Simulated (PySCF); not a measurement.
Cl4Ge, SMILES [Cl][Ge-]([Cl])([Cl])[Cl] (connectivity only; charge and spin as stated), charge -1, multiplicity 2. Atoms are numbered in the order given.

```xyz
5

Ge     0.0000     0.0000     0.2116
Cl     0.0000     2.2395     1.0183
Cl    -1.7453     0.0000    -1.2175
Cl     0.0000    -2.2395     1.0183
Cl     1.7453     0.0000    -1.2175
```
Charge -1, spin multiplicity 2.

The structure is a stationary point at PBE0-D3(BJ)/def2-SVPD.

The numbers are results of PySCF with PBE/def2-SVPD, not measurements.

Mulliken values depend strongly on the basis, most of all with diffuse functions as here. ESP charges are fitted to the potential on shells at 1.4 to 2.0 van der Waals radii. Atomic charges (e):

| atom | meta-Löwdin | Mulliken | ESP fit | Mulliken spin |
|---|---|---|---|---|
| Ge1 | ___ | 1.31 | 0.42 | 0.49 |
| Cl2 | ___ | -0.59 | -0.41 | 0.18 |
| Cl3 | ___ | -0.56 | -0.30 | 0.07 |
| Cl4 | ___ | -0.59 | -0.41 | 0.18 |
| Cl5 | ___ | -0.56 | -0.30 | 0.07 |

### Question
Complete the blanks. (An estimate is asked for; the answer gives what the named calculation found.)

### Answer

- Ge1, meta-Löwdin: 0.61
- Cl2, meta-Löwdin: -0.44
- Cl3, meta-Löwdin: -0.37
- Cl4, meta-Löwdin: -0.44
- Cl5, meta-Löwdin: -0.37
